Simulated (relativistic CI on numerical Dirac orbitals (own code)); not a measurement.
# How well does a small relativistic CI reproduce Cl IV?

Computed by Dirac-Coulomb-Breit CI, KLI orbitals optimised for each configuration, a model potential for QED, valence Slater integrals scaled by 0.85, P86 correlation energy added to each configuration (own radial code, finite nucleus).

Configurations in the expansion (outside the closed core [Ne]): 3s²3p², 3s3p³, 3s²3p3d, 3p⁴, 3s3p²3d, 3s²3p4s, 3s²3p4p, 3p³3d, 3s²3p4d, 3s²3d4p, 3s²3p4f, 3s²3p5s, 3s²3d², 3s3d³, 3p²3d², 3p3d³, 3p3d²4s, 3p3d²4p, 3p3d²4d, 3s²3d4s, 3s3d²4s, 3s²4s², 3s3d4s². Double excitations out of closed p, d and f shells are left out; levels of such configurations are missing from the list, as are those of other unlisted configurations, and high levels can miss mixing partners. These lack a partner that the ground configuration has and come out too high: 3s²3p4f, 3s²3p5s.

```tsv
Configuration	Term (tabulated)	J	Measured (cm⁻¹)	Computed	Error	Purity (%)
3s²3p²	3P	0	0.0	0	0	96
3s²3p²	3P	1	491.0	485	-6	96
3s²3p²	3P	2	1341.0	1320	-21	96
3s²3p²	1D	2	13766.0	13930	164	96
3s²3p²	1S	0	32550.0	31314	-1236	95
3s3p³	3P°	2	120256.0	125715	5459	83
3s3p³	3P°	1	120274.0	125747	5473	84
3s3p³	3S°	1	164721.0	165402	681	94
3s²3p3d	3P°	2	181643.0	192125	10482	79
3s²3p3d	3P°	1	182073.0	192595	10522	81
3s²3p3d	3D°	1	187008.0	196278	9270	84
3s²3p3d	3D°	2	187174.0	196459	9285	83
3s²3p3d	3D°	3	187346.0	196571	9225	85
3s²3p4s	3P°	0	215026.0	228034	13008	99
3s²3p4s	3P°	1	215389.3	228405	13015	96
3s²3p4s	3P°	2	216468.1	229499	13031	99
3s²3p4s	1P°	1	219454.0	232648	13194	96
3s²3p4p	3D	2	248026.1	261346	13320	98
3s²3p4p	3D	3	248961.2	262293	13332	99
3s²3p4p	3P †	0	251471.4	265612	14140	96
3s²3p4p	3P †	1	251725.8	265689	13963	62
3s²3p4p	3P	2	252396.7	266567	14170	98
3s²3p5s	3P°	0	312747.0	326090	13343	100
3s²3p5s	3P°	1	312991.0	326361	13370	90
3s²3p5s	3P°	2	314225.0	327589	13364	100
```

Measured levels from Moore, Atomic Energy Levels, vol. I, NSRDS-NBS 35 (1971 reprint of NBS Circular 467, 1949); pairs were made by configuration, J and term (by order where the table uses no LS term), so strongly mixed levels may be paired wrongly. The analysis dates from before 1960.

Mean error by configuration (cm⁻¹): 3s²3p² -275; 3s3p³ 3871; 3s²3p3d 9757; 3s²3p4s 13062; 3s²3p4p 13608; 3s²3p5s 13359. Over the excited levels the mean absolute error is 8862 cm⁻¹ (24 of the 24 excited levels that our extract of the source holds in range could be paired), and the median relative error of those above 1,000 cm⁻¹ is 5 %. † marks terms whose computed intervals miss the measured ones by more than a factor of 2.5, or configurations far off the rest, from wrong mixing, a near crossing or a doubtful label or measurement; they are left out of the means.
